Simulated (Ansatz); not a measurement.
Reaction (substitution at a C–Ga bond): `F/C=[C](/F)[GaH2]` + HBr → `F/C=C(\F)Br` + `[GaH3]`

Program: Ansatz. Geometries: PBE0-D4/def2-TZVP. ΔE: electronic, gas phase. CBS: MP2 limit from def2 TZ/QZ plus the TZ coupled-cluster correction, frozen cores. Double bonds are as drawn, so ΔE can hold a change between cis and trans. Functionals use def2-TZVPP. B3LYP here is the variant with VWN-RPA as its local correlation; programs differ in this. For Br, Ga outer-core shells are correlated without core-valence functions, which leaves a few kJ/mol of doubt a bond. Scalar relativity is left out up to krypton.

```csv
level,ΔE (kJ/mol),difference from CCSD(T)/CBS
r2SCAN-D4,67.6,-9.0
B3LYP-D4,70.3,-6.3
ωB97M-V,71.1,-5.5
B2PLYP,71.6,-5.0
PBE,63.4,-13.2
r2SCAN,67.4,-9.2
PBE0,66.3,-10.3
B3LYP,69.7,-6.9
HF/def2-TZVPP,76.1,-0.5
MP2/def2-TZVPP,72.3,-4.3
SCS-MP2/def2-TZVPP,71.1,-5.5
CCSD/def2-TZVPP,75.6,-1.0
HF/def2-QZVPP,74.8,-1.8
SCS-MP2/def2-QZVPP,71.9,-4.7
HF/CBS(def2),74.6,-2.0
CCSD/CBS(def2),77.9,1.3
CCSD(T)/CBS,76.6,0
```

Largest T1 diagnostic among the species: 0.013.
